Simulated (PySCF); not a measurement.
C4H6ClN2Pd, SMILES [Pd]([Cl])(<-[N]#CC)<-[N]#CC (connectivity only; charge and spin as stated), neutral, multiplicity 2. Atoms are numbered in the order given.

```xyz
14

Pd     0.5148    -0.1958    -0.0212
Cl     1.2706     0.7042    -2.0183
C     -0.5814    -2.1834     4.0021
C     -0.2078    -1.5733     2.7431
N      0.0842    -1.0845     1.7389
H     -0.2211    -1.5702     4.8409
H     -0.1419    -3.1883     4.0811
H     -1.6759    -2.2672     4.0673
C     -1.8664     2.1861    -2.3641
C     -1.7991     1.4188    -1.1408
N     -1.6457     0.7790    -0.1861
H     -0.8761     2.0715    -2.8388
H     -2.0596     3.2461    -2.1495
H     -2.6489     1.7937    -3.0281
```
Charge 0, spin multiplicity 2.

Coordinates come from a PBE0-D3(BJ)/def2-SVP optimisation. The spin state was assumed, not searched. The isomer is the one that the SMILES or the coordinates give; other isomers of the formula were not compared. The def2 effective core potentials stand for the cores of Pd; spin–orbit coupling is left out.

Calculation: TDA-LC-ωPBE/def2-SVPD run with PySCF.

Vertical excitations. 

```json
[
 {"state": "root 1", "energy (eV)": "0.95", "λ (nm)": "1312", "f": "0.000", "main pairs": "β HOMO−2→LUMO 70 %, β HOMO−1→LUMO 18 %"},
 {"state": "root 2", "energy (eV)": "1.07", "λ (nm)": "1156", "f": "0.000", "main pairs": "β HOMO→LUMO 61 %, β HOMO−5→LUMO 19 %"},
 {"state": "root 3", "energy (eV)": "1.16", "λ (nm)": "1073", "f": "0.000", "main pairs": "β HOMO−3→LUMO 80 %"},
 {"state": "root 4", "energy (eV)": "1.21", "λ (nm)": "1028", "f": "0.000", "main pairs": "β HOMO−1→LUMO 47 %, β HOMO−2→LUMO 16 %, β HOMO−4→LUMO 14 %, β HOMO−6→LUMO 10 %"},
 {"state": "root 5", "energy (eV)": "4.67", "λ (nm)": "265", "f": "0.001", "main pairs": "β HOMO−5→LUMO 68 %, β HOMO→LUMO 26 %"},
 {"state": "root 6", "energy (eV)": "4.70", "λ (nm)": "264", "f": "0.015", "main pairs": "β HOMO−4→LUMO 51 %, β HOMO−1→LUMO 26 %, β HOMO−6→LUMO 14 %"}
]
```
Unrestricted roots are not spin-pure.
